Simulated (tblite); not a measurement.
Species: C4H9FOSi2.
Z-matrix (Å and degrees, GFN2-xTB geometry), rows numbered from 1:
```
C 
C   1  1.3254
Si  2  1.8798  1  124.60
F   3  1.6215  2  106.97  1   164.69
C   3  1.8901  2  110.52  1    48.28
C   5  1.3268  3  125.78  2   117.47
O   5  1.3609  3  110.96  2   -61.47
Si  7  1.6246  5  133.67  3   169.34
H   1  1.0795  2  122.37  3  -179.71
H   1  1.0777  2  121.60  3    -0.16
H   2  1.0843  1  118.47  3   179.82
H   3  1.4581  2  114.30  1   -79.99
H   6  1.0740  5  120.25  3     1.64
H   6  1.0784  5  121.97  3  -178.64
H   8  1.4559  7   98.59  5  -178.00
H   8  1.4644  7  110.57  5   -59.09
H   8  1.4646  7  112.08  5    63.09
```

Level: GFN2-xTB in tblite, geometry and Hessian alike; calculated harmonic values, unscaled, isolated species. Against measured fundamentals such values can be off by several per cent, at times by over 20. Modes of hydrogen on silicon can be 10 to 20 % off. One conformer, not necessarily the lowest.

Harmonic wavenumbers (cm⁻¹): 28.0, 43.4, 56.9, 86.6, 127.3, 142.6, 175.5, 189.3, 226.7, 335.4, 385.9, 402.3, 510.1, 595.6, 600.1, 640.2, 647.7, 681.5, 714.2, 738.4, 761.5, 789.5, 806.1, 812.2, 825.4, 863.9, 924.5, 1012.9, 1023.5, 1026.8, 1217.7, 1268.3, 1383.9, 1418.4, 1655.8, 1663.5, 2233.9, 2258.9, 2291.0, 2328.4, 3025.6, 3077.5, 3086.4, 3112.1, 3152.5.

A = 2045, B = 908.5, C = 675.4 MHz; mass 148.018 u (most abundant isotopes); point group C1, symmetry number 1.

Zero-point energy?

Half the sum of the wavenumbers: 24674 cm⁻¹ = 295.17 kJ/mol.

Entropy at 500 K, 1 bar (ideal gas, RRHO, classical rotation)?

Translation 181.93, rotation 131.67, vibration 259.79: S = 573.4 J/(mol K).

And Cp and H(500 K) − H(0)?

Cp = 247.04 J/(mol K), of which vibrations give 213.78 (their classical limit is 45 R = 374.2); H(500 K) − H(0) = 77.76 kJ/mol without the zero-point energy, 61.13 from vibrations.

Which modes carry the vibrational entropy at 500 K?

28.0 cm⁻¹: 29.26; 43.4 cm⁻¹: 25.62; 56.9 cm⁻¹: 23.37; 86.6 cm⁻¹: 19.89; 127.3 cm⁻¹: 16.71; 142.6 cm⁻¹: 15.78 J/(mol K); the other 39 give 129.17 together.

How do the functions run with temperature in this model?

| T (K) | S (J/(mol K)) | Cp (J/(mol K)) | H − H(0) (kJ/mol) | G − H(0) (kJ/mol) | ln q(vib) |
| --- | --- | --- | --- | --- | --- |
| 100 | 320.6 | 94.5 | 6.62 | -25.43 | 3.31 |
| 200 | 399.2 | 138.1 | 18.22 | -61.62 | 7.01 |
| 300 | 463.7 | 182.4 | 34.29 | -104.84 | 10.36 |
| 800 | 702.9 | 302.9 | 161.07 | -401.23 | 24.72 |
| 1000 | 773.2 | 326.6 | 224.15 | -549.01 | 29.54 |

q(vib) and H(0) count from the zero-point level.

What must be added to the electronic energy to get the Gibbs energy at 500 K and 1 bar?

ZPE + [H(500 K) − H(0)] − T·S = 295.17 + 77.76 − 286.69 = 86.24 kJ/mol.

Hindered rotation and anharmonicity are outside this model. Other conformers, if any are populated, would add a mixing term that is left out. The structure is chiral; the term R ln 2 for an equal mix with its mirror image is left out.

On an Arm Neoverse V1 with one thread, shared host with 32 logical CPUs at a one-minute load of 6.1, this took 0.69 s. This covers the Hessian and the dipole derivatives.
